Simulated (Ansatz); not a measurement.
`N#Cc1ccccc1` + HI → `Ic1ccccc1` + `C#N`  (substitution at a C–C bond)

Gas-phase electronic energies from Ansatz, PBE0-D4/def2-TZVP geometries. CCSD(T)/CBS is the MP2 limit (def2-TZVPP, def2-QZVPP) plus CCSD(T) − MP2 in def2-TZVPP, frozen cores. This one scheme is used for every species. DFT in def2-TZVPP. Elements past krypton have def2 core potentials. For I outer-core shells are correlated without core-valence functions, which leaves a few kJ/mol of doubt a bond.

```tsv
level	ΔE (kJ/mol)	difference from CCSD(T)/CBS
revPBE-D4	48.6	11.2
r2SCAN0-D4	55.8	18.4
BHLYP-D4	53.2	15.8
revPBE	53.1	15.7
BLYP	54.2	16.8
CAM-B3LYP	58.2	20.8
LC-ωPBE	55.0	17.6
RPA@PBE/def2-TZVPP	38.4	1.0
HF/def2-TZVPP	62.5	25.1
MP2/CBS(def2)	30.0	-7.4
CCSD(T)/CBS	37.4	0
```

Largest T1 diagnostic among the species: 0.014.

Leaving LDA and LC-ωPBE aside and taking each functional with its dispersion term where it has one, the values, not all of them listed here, spread over 10.7 kJ/mol, from BLYP-D4 to B97M-V. LDA lies +7.6 kJ/mol from PBE without D4. In def2-TZVPP, CCSD(T) changes the Hartree–Fock value by −20.7 kJ/mol (the triples alone add −3.3 kJ/mol) and MP2 by −28.1 kJ/mol. At CCSD(T), def2-SVP lies +23.3 kJ/mol from the extrapolated value and def2-TZVPP +4.4 kJ/mol.
